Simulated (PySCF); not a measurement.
## Spectroscopy problems

Computed data (PySCF 2.14.0 with density-fitted response routines): couplings computed with B3LYP/pcJ-1 (spin–dipole term left out of most H,H and C,H couplings), geometry from GFN2-xTB, shieldings: GIAO PBE0/pcSseg-1. Non-relativistic, one averaged value for each set of equivalent atoms, isolated molecule, one computed conformer.

References, each an isolated molecule treated in the same way: ¹H, ¹³C vs TMS. Multiplet labels drop J under 1 Hz and among equivalent protons, and merge close values. Unscaled 3J(H,H) run several per cent high. Where no couplings were computed, multiplicities follow the n + 1 count of equivalent neighbours, and m marks all less simple cases (inequivalent or close neighbours, rings, F or P nearby). One-bond C–F couplings are unscaled and too large by tens of Hz. Shifts are as computed. Against solution values, carbons near 30 ppm lie about +3 ppm off and those near 130 ppm about +5 ppm. Of 1211 compounds with measured shifts, 218 miss one by over three times the rms of a fit or turn the order of signals round; such compounds aren't used in these exercises.

(1) C6H5F2N. ¹H NMR (600 MHz, computed): δ 8.94 (dt, J = 5.6, 1.2 Hz, 1H), 8.19 (m, 1H), 8.11 (m, 1H), 7.56 (m, 1H), 7.05 (t, J = 61.3 Hz, 1H). ¹³C{¹H} NMR (computed): δ 161.5 (t, J = 28.4 Hz), 154.5, 143.3, 130.5, 128.1, 124.0 (t, J = 295.9 Hz). What is it?

(2) C8H10Si. ¹H NMR (400 MHz, computed): δ 7.14 (d, 1H), 6.44 (m, 1H), 6.36 (m, 1H), 4.69 (m, 1H), 4.67 (m, 1H), 3.39 (m, 1H), 1.76 (d, 1H), 1.38 (d, 3H). ¹³C{¹H} NMR (computed): δ 170.9 (C), 157.2 (CH), 137.4 (CH), 126.8 (CH), 91.3 (C), 78.6 (CH), 34.5 (CH), 25.0 (CH3). Identify the compound.

Results:

(1) SMILES FC(F)c1ccccn1. The formula gives 4 degrees of unsaturation (1 ring in the answer). 6 carbon signals for 6 carbons: no two carbons are equivalent. Carbon types of the structure: 1 × C, 5 × CH, which accounts for all hydrogens. δC 154.5: aromatic CH next to a ring nitrogen; the adjacent pyridine-type nitrogen withdraws density from it. δC 143.3, 130.5, 128.1: aromatic CH. δC 124.0: sp3 CH bonded to 2 F, on an aromatic ring; 2 electronegative neighbours deshield it. δH 8.94: hydrogen on an aromatic CH next to a ring nitrogen; ring current plus the neighbouring ring nitrogen.

The data come from this structure; uniqueness wasn't tested.

(2) `C#C[C@H](C)C1=C[SiH2]C=C1`. The formula gives 5 degrees of unsaturation (1 ring in the answer). 8 carbon signals for 8 carbons: no two carbons are equivalent. Carbon types of the structure: 2 × C, 5 × CH, 1 × CH3, leaving 2 H on heteroatoms. δC 170.9: fully substituted alkene carbon. δC 157.2, 137.4, 126.8: alkene CH; an sp2 carbon of a C=C bond. δC 91.3: alkyne carbon; the triple bond shields along its axis, which puts it between sp3 and sp2 carbons. δC 78.6: terminal alkyne carbon; sp carbons lie upfield of alkene carbons because the cylindrical π system leaves one tensor component strongly shielded.

This is the structure that produced the data.
